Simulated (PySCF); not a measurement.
K(OH) (HKO), SMILES [OH][K]. Coordinates come from a PBE-D3(BJ)/def2-TZVPD optimisation. The isomer is the one that the SMILES or the coordinates give; other isomers of the formula were not compared.

These are PySCF with PBE-D3(BJ)/def2-TZVPD values and carry that method's errors.

Harmonic wavenumbers (cm⁻¹): 313, 313, 433, 3790. Rotational constants (GHz): 8.024 (linear); symmetry number 1.

Q: Work out the zero-point energy and the ideal-gas rigid-rotor harmonic-oscillator thermochemistry at 298.15 K and 1 atm.

A: ZPE = ½ Σ hcν = ½ × 4849 cm⁻¹ = 29.00 kJ/mol. H − E(el) = 40.53 kJ/mol. Entropy in J/(mol K): translation 158.97, rotation 63.62, vibration 14.81, total 237.41. G − E(el) = -30.25 kJ/mol. Cp = 48.75 J/(mol K).
